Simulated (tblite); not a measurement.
C2H9FSi2.
Atom-mapped SMILES: `[CH3:1][C@H:2]([SiH3:3])[SiH2:4][F:5]` (hydrogens: H6, H7, H8 on C1; H9 on C2; H10, H11, H12 on Si3; H13, H14 on Si4)

Structure used (GFN2-xTB), in Å, numbered top down from 1:
```
atom  x, y, z in Å
C1    -1.0259   -1.1583   -0.1334
C2    -0.0525   -0.1211    0.4355
Si3   -0.7160    1.6451    0.1710
Si4    1.6959   -0.3692   -0.2588
F5     2.1477   -1.8864    0.0671
H6    -2.0121   -1.0564    0.3181
H7    -1.1363   -1.0364   -1.2093
H8    -0.6719   -2.1709    0.0554
H9     0.0057   -0.2840    1.5180
H10   -2.0474    1.7557    0.7739
H11    0.1912    2.6053    0.8007
H12   -0.8141    1.9221   -1.2639
H13    1.7413   -0.2933   -1.7116
H14    2.6936    0.4474    0.4152
```

Computed values, GFN2-xTB/tblite, gas phase, harmonic and unscaled. This tight-binding method is rough: wavenumbers can miss measured ones by several per cent, in bad cases by 10 to 20. Modes of hydrogen on silicon can be 10 to 20 % off. One conformer, not necessarily the lowest.

Harmonic wavenumbers (cm⁻¹): 52.4, 118.2, 132.2, 194.3, 219.5, 276.9, 280.4, 495.2, 509.4, 551.7, 588.4, 654.0, 722.5, 759.4, 777.9, 785.6, 791.1, 797.8, 824.7, 990.7, 1046.5, 1076.6, 1147.9, 1267.6, 1424.6, 1510.7, 1516.4, 2244.6, 2253.5, 2263.0, 2320.9, 2339.1, 2906.9, 3001.8, 3011.2, 3024.9.

A = 5343, B = 1646, C = 1351 MHz; mass 108.023 u (most abundant isotopes); point group C1, symmetry number 1.

Problem. What is the zero-point energy?

Solution. Half the sum of the wavenumbers: 21439 cm⁻¹ = 256.47 kJ/mol.

Problem. What is S at 298.15 K and 1 bar for an ideal gas of classical rigid rotors and harmonic oscillators?

Solution. Translation 167.25, rotation 115.87, vibration 94.68: S = 377.8 J/(mol K).

Problem. And Cp and H(298.15 K) − H(0)?

Solution. Cp = 137.87 J/(mol K), of which vibrations give 104.62 (their classical limit is 36 R = 299.3); H(298.15 K) − H(0) = 25.34 kJ/mol without the zero-point energy, 15.42 from vibrations.

Problem. What must be added to the electronic energy to get the Gibbs energy at 298.15 K and 1 bar?

Solution. ZPE + [H(298.15 K) − H(0)] − T·S = 256.47 + 25.34 − 112.64 = 169.17 kJ/mol.

Problem. Which modes carry the vibrational entropy at 298.15 K?

Solution. 52.4 cm⁻¹: 19.77; 118.2 cm⁻¹: 13.09; 132.2 cm⁻¹: 12.19; 194.3 cm⁻¹: 9.15; 219.5 cm⁻¹: 8.21; 276.9 cm⁻¹: 6.50 J/(mol K); the other 30 give 25.77 together.

Hindered rotation and anharmonicity are outside this model. Other conformers, if any are populated, would add a mixing term that is left out. The structure is chiral; the term R ln 2 for an equal mix with its mirror image is left out.
